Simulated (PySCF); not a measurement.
As2H6Si, SMILES [AsH2][SiH2][AsH2].

Geometry: ωB97X-D3(BJ)/def2-SVP. The structure was generated by enumeration, and PubChem lists no compound with its InChIKey, so it may never have been made.

Computed with PBE/def2-TZVP in PySCF.

Symmetry labels are those of the subgroup C2v that the program uses (full group C2v).

Question: List the valence orbital energies around the gap with their symmetry. (The exact figures need the calculation; the answer reports its results.)

Answer: 
```csv
orbital,symmetry,energy (eV)
HOMO−7,A1,-12.44
HOMO−6,B2,-9.65
HOMO−5,A2,-9.02
HOMO−4,B2,-8.29
HOMO−3,B1,-8.20
HOMO−2,A1,-7.55
HOMO−1,A1,-7.38
HOMO,B1,-5.89
LUMO,A1,-1.15
LUMO+1,B2,-0.59
LUMO+2,B1,-0.43
LUMO+3,A2,-0.34
```
